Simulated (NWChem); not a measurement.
Species: BHOF$_{2}$; SMILES OB(F)F

```xyz
5

B     -0.0234    -0.0085     0.0000
F      1.2972    -0.1393     0.0000
F     -0.7587    -1.1014     0.0000
O     -0.6196     1.1941     0.0000
H      0.0077     1.9240     0.0000
```
Atoms are numbered in this order, from 1.

All runs use the structure optimised with PBE0/def2-SVP.

 Unshifted, non-relativistic core excitations; the lowest 4 roots alone, so stronger bands may lie above.

Problem. List the first B K-edge excitations from PBE0/def2-TZVP, restricted-window TDA (NWChem).

Solution. 
| state | energy (eV) | dipole oscillator strength | leading excitation (squared amplitude) |
|---|---|---|---|
| S1 | 186.0 | 0.0801 | 1s of atom 1 or its equivalents → LUMO+1 (0.90) |
| S2 | 186.4 | 0.0001 | 1s of atom 1 or its equivalents → LUMO (0.98) |
| S3 | 188.2 | 0.0026 | 1s of atom 1 or its equivalents → LUMO+2 (0.98) |
| S4 | 189.6 | 0.0193 | 1s of atom 1 or its equivalents → LUMO+4 (0.90) |
